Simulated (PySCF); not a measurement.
C9H8, SMILES C#Cc1ccccc1C, singlet (GFN2-xTB optimised geometry):

```
17

C     -2.005    -2.354     0.004
C     -1.397    -1.318     0.002
C     -0.685    -0.094     0.000
C     -1.388     1.109    -0.001
C     -0.708     2.312    -0.002
C      0.677     2.319    -0.001
C      1.377     1.124     0.000
C      0.717    -0.094     0.000
C      1.466    -1.390     0.000
H     -2.540    -3.256     0.004
H     -2.469     1.088    -0.001
H     -1.257     3.242    -0.002
H      1.213     3.256     0.000
H      2.458     1.138     0.000
H      1.205    -1.979     0.879
H      1.201    -1.981    -0.877
H      2.540    -1.218    -0.003
```

Level of theory: PBE0/def2-SVP run with PySCF.

**Question.** What are the frontier orbital energies and the dipole moment?

**Answer.** HOMO-2 -7.99 eV, HOMO-1 -7.26 eV, HOMO -6.72 eV, LUMO -0.86 eV, LUMO+1 -0.07 eV; dipole moment 0.51 D.

Meta-Löwdin charges at PBE0/def2-SVP: C1 -0.20, C2 -0.03, C3 -0.02, C4 -0.09, C5 -0.11, C6 -0.10, C7 -0.12, C8 0.04, C9 -0.31, H10 0.16, H11 0.12, H12 0.11, H13 0.11, H14 0.11, H15 0.12, H16 0.12, H17 0.10.
